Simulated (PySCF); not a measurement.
Stepwise substitution at one centre (Ge OH-SH). Isolated molecules, 0 K electronic values unless said otherwise. One relaxed conformer stands for each flexible species; it need not be the lowest. Strings in code marks are SMILES.

The LUMO from two functionals at the same geometries (B3LYP-D3(BJ)/def2-TZVP), both in PySCF: PBE-D3(BJ)/def2-TZVP and B3LYP-D3(BJ)/def2-TZVP. B3LYP has the VWN-RPA correlation part, as in Gaussian. 

| species | B3LYP-D3(BJ)/def2-TZVP (eV) |
|---|---|
| 0 of 4 OH replaced by SH | -0.75 |
| 1 of 4 OH replaced by SH (`[OH][Ge]([OH])([OH])[SH]`) | -0.85 |
| 2 of 4 OH replaced by SH (`[OH][Ge]([OH])([SH])[SH]`) | -1.11 |
| 3 of 4 OH replaced by SH (`[OH][Ge]([SH])([SH])[SH]`) | -1.51 |

**Question.** What does PBE-D3(BJ)/def2-TZVP give for each?

**Answer.** 
- 0 of 4 OH replaced by SH: -1.34
- 1 of 4 OH replaced by SH (`[OH][Ge]([OH])([OH])[SH]`): -1.49
- 2 of 4 OH replaced by SH (`[OH][Ge]([OH])([SH])[SH]`): -1.77
- 3 of 4 OH replaced by SH (`[OH][Ge]([SH])([SH])[SH]`): -2.15
Over these rows, drawn at random from the members with no instability flagged (it was tested for open shells, ions and some series alone), PBE minus B3LYP-D3(BJ): mean -0.63 eV, from -0.66 eV to -0.59 eV.
